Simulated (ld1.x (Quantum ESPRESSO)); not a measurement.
## neon: variants of one PAW potential

Base potential:

```
Element                 : neon (Ne)
Generator               : ld1.x (Quantum ESPRESSO) 7.5
Type                    : PAW
Functional              : LDA (PZ)
Relativity              : scalar-relativistic
Frozen core             : [He]
Valence charge          : 8
Reference configuration : 2s2 2p6
Partial waves           : 2s (bound): rcut 0.45, rcutus 0.55 bohr; 2s channel at -2.05 Ry: rcut 0.45, rcutus 0.55 bohr; 2p (bound): rcut 1.10, rcutus 1.55 bohr; 2p channel at 0.65 Ry: rcut 1.10, rcutus 1.55 bohr
Local potential         : all-electron potential smoothed inside 1.55 bohr (lloc = -1)
Core correction         : a·sin(br)/r model core inside 0.60 bohr
Augmentation charge     : PSQ, inside the norm-conserving radii
```

Cutoffs, loose and tight: the cutoffs (Ry, on a coarse ladder) from which the occupation-weighted sum of valence levels, in a spherical-Bessel basis at the reference potential, stays within 10 and 1 mRy of its value at 400 Ry. They do not see the model core or the augmentation charge, which bear on the density cutoff. Test errors are all-electron minus pseudo excitation energies from the reference, over the configurations 2s2 2p5; 2s2 2p4; 2s2 2p3; 2s2 2p2; 2s2 2p5.5; 2s1 2p6 (two spin-polarised tests are not counted in the largest error). A dash means not determined; rows that change the core or the reference have their own tests. The largest error is taken over the tests solved by every variant that gives reliable tests at all: 2s1 2p6; 2s2 2p5; 2s2 2p5.5.

A true bound ghost makes a file unfit for plane-wave use even where its test errors are small: the radial tests pick states by their node count and pass the ghost by.

| change | outcome | cutoff, loose | cutoff, tight | bound ghosts | largest test error (meV) |
| --- | --- | --- | --- | --- | --- |
| base | generated | 120 Ry | 230 Ry | none | -11 |
| all radii but the core radius scaled by about 0.75 (s 0.42, p 1.16 bohr, rcut 0.34/0.82); local potential all-electron potential smoothed inside 1.16 bohr (lloc = -1) | failed: run_pseudo: Errors in PS-KS equation | – | – | – | – |
| all radii but the core radius scaled by about 0.83 (s 0.46, p 1.28 bohr, rcut 0.36/0.90); local potential all-electron potential smoothed inside 1.28 bohr (lloc = -1) | failed: run_pseudo: Errors in PS-KS equation | – | – | – | – |
| all radii but the core radius scaled by about 0.90 (s 0.50, p 1.40 bohr, rcut 0.40/1.00); local potential all-electron potential smoothed inside 1.40 bohr (lloc = -1) | generated | 160 Ry | 260 Ry | s | -9.6 |
| all radii but the core radius scaled by about 1.17 (s 0.64, p 1.82 bohr, rcut 0.54/1.30); local potential all-electron potential smoothed inside 1.82 bohr (lloc = -1) | generated | 80 Ry | 120 Ry | none | -26 |
| all radii but the core radius scaled by about 1.27 (s 0.70, p 1.96 bohr, rcut 0.56/1.38); local potential all-electron potential smoothed inside 1.96 bohr (lloc = -1) | generated | 30 Ry | 80 Ry | none | test run stopped at test 5 of 8 (negative rho), 4 before it not solved |
| all radii but the core radius scaled by about 1.32 (s 0.72, p 2.06 bohr, rcut 0.60/1.46); local potential all-electron potential smoothed inside 2.06 bohr (lloc = -1) | generated | 30 Ry | 70 Ry | none | test run stopped at test 3 of 8 (negative rho), 2 before it not solved |
| all radii but the core radius scaled by about 1.38 (s 0.76, p 2.14 bohr, rcut 0.62/1.52); local potential all-electron potential smoothed inside 2.14 bohr (lloc = -1) | generated | 35 Ry | 80 Ry | none | test run stopped at test 3 of 8 (negative rho), 2 before it not solved |

(1) What comes out with this change to the base: all radii but the core radius scaled by about 1.05 (s 0.58, p 1.62 bohr, rcut 0.46/1.14); local potential all-electron potential smoothed inside 1.62 bohr (lloc = -1)?

(2) What comes out with this change to the base: all radii but the core radius scaled by about 1.10 (s 0.60, p 1.72 bohr, rcut 0.50/1.22); local potential all-electron potential smoothed inside 1.72 bohr (lloc = -1)?

Answers

(1) outcome: generated; cutoff, loose: 100 Ry; cutoff, tight: 180 Ry; bound ghosts: none; largest test error (meV): -13.

(2) outcome: generated; cutoff, loose: 90 Ry; cutoff, tight: 160 Ry; bound ghosts: none; largest test error (meV): -20.

Reading the sweep of the scale of all radii but the core radius (base = 1) (base included, trends over the rows without a ghost): The loose cutoff is not monotonic: lowest 30 Ry at 1.27, highest 120 Ry at 1. Bound ghosts are found at 0.9. The generation fails at 0.75, 0.83.
